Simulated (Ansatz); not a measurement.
The cluster Zr₂O₆H₄. Charge 0, multiplicity 1. Geometry r2SCAN-D4/def2-SVP; atoms count from 1.

Cartesian coordinates in Å:
```
Zr -0.992 0.368 1.167
Zr 0.921 -0.865 -1.164
O 2.030 -2.176 -0.755
O 1.023 0.435 0.682
O -1.882 1.895 1.923
O -1.342 0.164 -0.806
O 1.283 -0.202 -2.982
O -1.055 -1.219 -0.293
H -1.232 -0.969 2.439
H -2.462 2.599 2.226
H 1.900 -0.428 -3.686
H 1.808 0.398 1.248
```

In the def2 sets Zr takes a core potential; there is no spin–orbit coupling. The structure holds one bond between oxygen atoms, so isomers without such links may lie far lower. Another isomer (singlet) lies 0.07 eV lower at PBE0-D4/def2-TZVP; other spin states weren't run for this one.

Question: Estimate the Mulliken populations from the PBE0/def2-TZVP orbitals of Ansatz.

Answer: 
```
atom  charge (e)  d electrons
 Zr1        1.45         1.80
 Zr2        1.49         2.00
  O3       -0.62            –
  O4       -0.84            –
  O5       -0.75            –
  O6       -0.43            –
  O7       -0.76            –
  O8       -0.44            –
  H9       -0.16            –
 H10        0.34            –
 H11        0.33            –
 H12        0.38            –
```
Mulliken values depend strongly on the basis.

Question: And the Mayer bond orders between heavy atoms (over 0.3)?

Answer: Zr1–O4 0.56 (2.07 Å); Zr1–O5 0.98 (1.92 Å); Zr1–O6 0.78 (2.01 Å); Zr1–O8 0.48 (2.16 Å); Zr2–O3 2.08 (1.76 Å); Zr2–O4 0.32 (2.26 Å); Zr2–O7 0.94 (1.97 Å); Zr2–O8 0.44 (2.19 Å); O6–O8 0.84 (1.50 Å).
